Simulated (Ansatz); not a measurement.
Geometry optimisation, Ansatz 0.2.0, UKS PBE/def2-SVP.

The input (input.yaml):

```yaml
crystal:
  periodic: [false, false, false]
  atoms:
    - { symbol: W, position_ang: [-0.052677, -0.129507, -0.234533] }
    - { symbol: F, position_ang: [-0.906762, -0.571606, 2.656986] }
    - { symbol: H, position_ang: [0.798772, 0.949193, 0.778281] }
    - { symbol: H, position_ang: [0.852454, 1.130397, -0.948575] }
    - { symbol: O, position_ang: [-1.85267, 0.297533, 0.127747] }
    - { symbol: H, position_ang: [-2.103107, 0.349877, 1.079969] }
    - { symbol: F, position_ang: [0.58725, -1.892119, -0.017653] }
    - { symbol: H, position_ang: [-0.073173, -0.004547, -1.918705] }
    - { symbol: Si, position_ang: [-0.098964, -0.178452, 4.01747] }
    - { symbol: H, position_ang: [-0.466911, -1.189573, 5.059268] }
    - { symbol: H, position_ang: [1.368899, -0.209762, 3.723045] }
    - { symbol: H, position_ang: [-0.550213, 1.192267, 4.4226] }
magnetization:
  spin_polarized: true
  initial_magnetization: 1
basis:
  gaussian: { orbitals: def2-SVP }
hamiltonian:
  xc: pbe
relax:
  f_tol: 0.03
  max_steps: 50
```

Run as:

```bash
$ ansatz run input.yaml --threads 4 --pin off --max-ram 5120MiB --backend cpu --events-out ev --progress --plain --runs-dir out
```

Task: Where does it end, and by what steps?

Result: The run converged. The force dipped under the threshold on the way, but the program's further checks kept it going. After 20 steps the energy has fallen by 0.094 eV; H12 moved furthest, 0.76 Å. Joined: W1–F2 (3.05 → 2.53 Å).

| step | energy less start (eV) | largest force component (eV/Å) | accepted |
| --- | --- | --- | --- |
| 0 | 0.0000 | 0.969 | yes |
| 1 | -0.0165 | 0.632 | yes |
| 2 | -0.0398 | 0.195 | yes |
| 3 | -0.0547 | 0.349 | yes |
| 4 | -0.0626 | 0.374 | yes |
| 5 | -0.0719 | 0.168 | yes |
| 6 | -0.0774 | 0.152 | yes |
| 7 | -0.0829 | 0.037 | yes |
| 8 | -0.0830 | 0.114 | yes |
| 9 | -0.0877 | 0.097 | yes |
| 10 | -0.0885 | 0.172 | yes |
| 11 | -0.0906 | 0.059 | yes |
| 12 | -0.0914 | 0.043 | yes |
| 13 | -0.0921 | 0.029 | yes |
| 14 | -0.0927 | 0.035 | yes |
| 15 | -0.0930 | 0.065 | yes |
| 16 | -0.0930 | 0.064 | no |
| 17 | -0.0936 | 0.044 | yes |
| 18 | -0.0937 | 0.037 | yes |
| 19 | -0.0939 | 0.036 | yes |
| 20 | -0.0940 | 0.030 | yes |

```xyz
12
Properties=species:S:1:pos:R:3
W -0.133 -0.004 0.108
F -0.970 -0.502 2.444
H 0.486 1.292 1.044
H 0.682 1.234 -0.724
O -2.005 0.205 -0.007
H -2.517 0.213 0.834
F 0.767 -1.623 0.528
H 0.209 -0.192 -1.536
Si 0.063 -0.261 3.755
H -0.572 -1.008 4.888
H 1.398 -0.822 3.395
H 0.095 1.211 4.018
```

Whether the end is a true minimum wasn't checked by a vibrational analysis.

Time of the run: 54 s on 4 threads of Arm Neoverse V2, on a shared host, peak memory 0.24 GiB.
